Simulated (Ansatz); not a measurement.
Compare A (`FC1=CC(F)C1(F)F`) with its isomer B (`F/C=C(/F)C=C(F)F`).

Program: Ansatz. Geometries: PBE0-D4/def2-TZVP. ΔE: electronic, gas phase. CCSD(T)/CBS adds triple-zeta CCSD(T) − MP2 to the extrapolated MP2 energy (def2 sets, frozen cores). DFT in def2-TZVPP. B3LYP here is the variant with VWN-RPA as its local correlation; programs differ in this. Each species was taken in one conformer, which may not be the lowest.

Which is lower in electronic energy at CCSD(T)/CBS, and by how much? (Best estimate.)

The calculation gave: A, by 1.8 kcal/mol.

Give E(B) − E(A) in kcal/mol with PBE-D4, LDA (SPW92), B3LYP-D4, r2SCAN-D4, CCSD(T)/def2-TZVPP, HF/def2-TZVPP, PBE0-D4. (An estimate is asked.)

Ansatz gave: PBE-D4 -2.1, LDA (SPW92) -0.3, B3LYP-D4 -4.5, r2SCAN-D4 -2.7, CCSD(T)/def2-TZVPP 1.0, HF/def2-TZVPP 0.0, PBE0-D4 1.0. The order is the other way round with PBE-D4, LDA (SPW92), B3LYP-D4, r2SCAN-D4.

Does the order hold for the free energy at 298.15 K (harmonic terms from PBE0-D4)? (An estimate is asked.)

Ansatz gave: Too close to call: G(B) − G(A) = +0.1 kcal/mol, for one conformer each. Modes under 60 cm⁻¹, often nearly free rotors, make the harmonic entropy too high.

Largest T1 diagnostic: 0.013.

At CCSD(T), def2-SVP lies −4.1 kcal/mol from the extrapolated value and def2-TZVPP −0.9 kcal/mol. From r2SCAN to r2SCAN0 (25 % exact exchange), in def2-TZVPP and without D4, E(B) − E(A) moves by +2.8 kcal/mol.
